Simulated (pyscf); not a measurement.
**`[SiH3][CH]([Cl])[Cl]`, singlet**

Gas-phase minimum from PySCF at ωB97X-D3(BJ)/def2-SVP, one conformer. H₃Si–CH(Cl)–Cl lies 85.7 kcal/mol over its isomer H₃C–SiH(Cl)–Cl (electronic energy, ωB97M-D3(BJ)/def2-TZVP). 

```xyz
8

Si    -0.7836    -1.0135     0.4777
C      0.2663     0.5546     0.2354
Cl     0.0662     1.6059     1.6590
Cl    -0.2566     1.3702    -1.2592
H     -0.5919    -1.8980    -0.7043
H     -0.3260    -1.7024     1.7156
H     -2.2021    -0.5920     0.5995
H      1.3402     0.3530     0.1328
```
Charge 0, spin multiplicity 1.

Bonds (Å): Si1–C2 1.903, Si1–H5 1.489, Si1–H6 1.489, Si1–H7 1.485, C2–Cl3 1.781, C2–Cl4 1.781, C2–H8 1.097. Bond angles (°): C2–Si1–H5 108.5, C2–Si1–H6 108.5, C2–Si1–H7 107.7, H5–Si1–H6 110.2, H5–Si1–H7 110.9, H6–Si1–H7 110.9, Si1–C2–Cl3 108.8, Si1–C2–Cl4 108.8, Si1–C2–H8 113.6, Cl3–C2–Cl4 111.6, Cl3–C2–H8 107.0, Cl4–C2–H8 107.0.

Properties at ωB97X-D3(BJ)/def2-SVP:

```json
{
 "harmonic_wavenumbers_unscaled": "163, 196, 228, 302, 532, 628, 733, 799, 841, 936, 956, 962, 1173, 1233, 2276, 2281, 2302, 3172 cm⁻¹",
 "zero_point_energy": "28.2 kcal/mol",
 "rotational_symmetry_number": "1",
 "Entropy of this conformer at 298 K and 1 atm, rigid rotor and harmonic oscillator, modes under 100 cm⁻¹ raised to 100": "324.8 J/(mol K)",
 "dipole_moment": "1.61 D"
}
```

Single-point totals, which compare only within one level (frozen core for MP2 and CC):

```json
[
 {"level": "ωB97X-D3(BJ)/def2-TZVP", "total energy (hartree)": "-1250.50799"},
 {"level": "PBE/def2-TZVP", "total energy (hartree)": "-1249.85986"},
 {"level": "r²SCAN/def2-TZVP", "total energy (hartree)": "-1250.32980"},
 {"level": "B3LYP-D3(BJ)/def2-TZVP", "total energy (hartree)": "-1250.51116"},
 {"level": "PBE0-D3(BJ)/def2-TZVP", "total energy (hartree)": "-1249.97575"},
 {"level": "M06-2X/def2-TZVP", "total energy (hartree)": "-1250.36951"},
 {"level": "ωB97M-D3(BJ)/def2-TZVP", "total energy (hartree)": "-1250.59607"},
 {"level": "HF/def2-TZVPP", "total energy (hartree)": "-1248.16465"},
 {"level": "MP2/def2-TZVPP", "total energy (hartree)": "-1248.84402"},
 {"level": "CCSD/def2-TZVPP", "total energy (hartree)": "-1248.90106"},
 {"level": "CCSD(T)/def2-TZVPP", "total energy (hartree)": "-1248.93269"}
]
```

Soft torsions are taken as harmonic, which can shift the entropy by several J/(mol K). The CCSD(T) − MP2 part came from Ansatz, without density fitting, on the same reference.
